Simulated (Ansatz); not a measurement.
C₂H₇BN (`[CH2]B(C)N`) radical, relaxed with UKS PBE0-D4/def2-TZVP in the Gaussian-basis code of Ansatz from a PBE-D4/def2-SVP geometry. The force threshold is 0.005 eV/Å; the program also tests the step.

Total charge 0; spin multiplicity 2.

Start:

```xyz
11

C     0.526    0.436    1.462
B     0.102   -0.115    0.079
C    -0.825    0.723   -0.906
N     0.555   -1.404   -0.302
H     1.167   -0.122    2.170
H     0.213    1.428    1.833
H    -0.370    1.713   -1.127
H    -1.803    0.943   -0.426
H    -1.031    0.224   -1.875
H     0.320   -1.837   -1.196
H     1.147   -1.989    0.289
```

Task: How much energy does the relaxation release, and in how many steps? (An estimate is asked.)

Result: The calculation gave: 4.04 kJ/mol, in 5 steps, 1 of them rejected.

Task: Which bonds change most? (Estimate.)

Result: Ansatz gave: C1–H6 from 1.104 to 1.086 Å; C1–H5 from 1.106 to 1.088 Å; C3–H8 from 1.112 to 1.095 Å; C3–H9 from 1.110 to 1.093 Å.

Task: Give the relaxed structure. (An estimate is asked.)

Result: The calculation gave: 
```xyz
11

C     0.521    0.432    1.454
B     0.099   -0.116    0.077
C    -0.819    0.718   -0.898
N     0.551   -1.391   -0.301
H     1.151   -0.119    2.149
H     0.214    1.408    1.817
H    -0.366    1.689   -1.123
H    -1.782    0.940   -0.425
H    -1.025    0.219   -1.849
H     0.319   -1.816   -1.183
H     1.136   -1.965    0.282
```
